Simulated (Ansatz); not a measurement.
`[CH3][Zn][F]` + dimethylamine → `[CH3][Zn][N](C)C` + H–F at 298.15 K and 1 bar (ligand exchange at a Zn–F bond).

Program: Ansatz. Geometries: PBE0-D4/def2-TZVP. ΔE: electronic, gas phase. CCSD(T)/CBS is the MP2 limit (def2-TZVPP, def2-QZVPP) plus CCSD(T) − MP2 in def2-TZVPP, frozen cores. This one scheme is used for every species. For Zn outer-core shells are correlated without core-valence functions, which leaves a few kJ/mol of doubt a bond. Scalar relativity is left out up to krypton. Each species was taken in one conformer, which may not be the lowest.

```tsv
species	CCSD(T)/CBS energy (Eh)	H − E (kJ/mol)	S (J/(mol·K))
`[CH3][Zn][F]`	-1918.06698	113.1	278.8
`CNC`	-135.00321	256.9	271.4
`[CH3][Zn][N](C)C`	-1952.64462	330.7	390.8
H–F	-100.39570	33.5	173.6
```

H − E and S are ideal-gas, rigid-rotor, harmonic terms from PBE0-D4/def2-TZVP, for one conformer and one mirror image of each species. 1 Eh = 2625.50 kJ/mol, R = 8.31446 J/(mol·K).

Q: By hand: ΔE, ΔH, ΔS and ΔG.

A: ΔE = (-1952.64462) + (-100.39570) − (-1918.06698) − (-135.00321) = 0.02987 Eh = 78.4 kJ/mol. Δ(H − E) = 330.7 + 33.5 − 113.1 − 256.9 = -5.8, so ΔH = 72.6 kJ/mol. ΔS = 390.8 + 173.6 − 278.8 − 271.4 = 14.2 J/(mol·K). ΔG = 72.6 − 298.15 × (14.2)/1000 = 68.4 kJ/mol.

Q: By hand: the equilibrium constant, and the temperature at which ΔG would vanish if ΔH and ΔS stayed fixed.

A: log₁₀ K = −ΔG/(RT ln 10) = -12.0. ΔG = 0 at ΔH/ΔS = 5113 K, far beyond where these terms or the molecules hold.

The number of gas molecules stays the same, so ΔS is small and ΔH decides. A doubt of 5 kJ/mol in ΔE shifts log₁₀ K by 0.9 here. Other conformers and mirror images would add mixing entropy, several J/(mol·K) or more a flexible species. Modes under 60 cm⁻¹, often nearly free rotors, make the harmonic entropy too high. These are equilibria of isolated gas molecules and say nothing of rates. Largest T1 diagnostic: 0.016 (customary marks: 0.02 for closed shells, 0.045 for open ones).
